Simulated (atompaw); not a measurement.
**Cu: PAW (atompaw) pseudisation with PBE, scalar-relativistic reference atom.**

Cu (Z = 29), PAW, made with atompaw 4.2.0.5 (PBE, scalar-relativistic). Core [Ne], reference 3s2 3p6 3d10 4s0 4p0 (charge +1). Waves: 3s (bound): rc 1.00 bohr; 4s (bound, empty): rc 1.25 bohr; 3p (bound): rc 0.90 bohr; 4p (bound, empty): rc 1.40 bohr; 3d (bound): rc 1.75 bohr; 3d channel at 2.7 Ry: rc 1.75 bohr. Local part: troulliermartins scheme with l = 3 at 0 Ry, radius 1.70 bohr. Core correction: smooth core density matched at 1.35 bohr. Augmentation charge: sinc compensation charge, radius 1.55 bohr; PAW radius 1.75 bohr; waves and projectors: modrrkj vanderbiltortho.

All-electron outer shells of the reference configuration (PBE, scalar-relativistic, ld1.x):

```json
{"shell": "2p", "level (eV)": "-925.37", "outermost node (bohr)": "–", "outermost maximum (bohr)": "0.16"}
{"shell": "3s", "level (eV)": "-123.32", "outermost node (bohr)": "0.29", "outermost maximum (bohr)": "0.61"}
{"shell": "3p", "level (eV)": "-80.79", "outermost node (bohr)": "0.26", "outermost maximum (bohr)": "0.62"}
{"shell": "3d", "level (eV)": "-13.66", "outermost node (bohr)": "–", "outermost maximum (bohr)": "0.60"}
{"shell": "4s", "level (eV)": "-11.89", "outermost node (bohr)": "0.89", "outermost maximum (bohr)": "2.13"}
{"shell": "4p", "level (eV)": "-6.55", "outermost node (bohr)": "0.97", "outermost maximum (bohr)": "2.81"}
```

**Question.** Estimate the cutoffs (Ry, on a coarse ladder) from which the occupation-weighted sum of valence levels, in a spherical-Bessel basis at the reference potential, stays within 10 and 1 mRy of its value at 400 Ry.

**Answer.** 100 Ry and 160 Ry.

**Question.** Does the potential have ghost states?

**Answer.** No extra level below or beside the all-electron valence levels (s, p, d, f tested).

**Question.** Is the overlap operator S = 1 + Σ q|β⟩⟨β| positive definite (Bessel basis up to 400 Ry)?

**Answer.** Yes: its lowest eigenvalue is 0.58 (p channel).

**Question.** Which valence shell sets the plane-wave cutoff?

**Answer.** 3p: its level needs 120 Ry to come within 1 mRy, against 70 Ry for 3s.
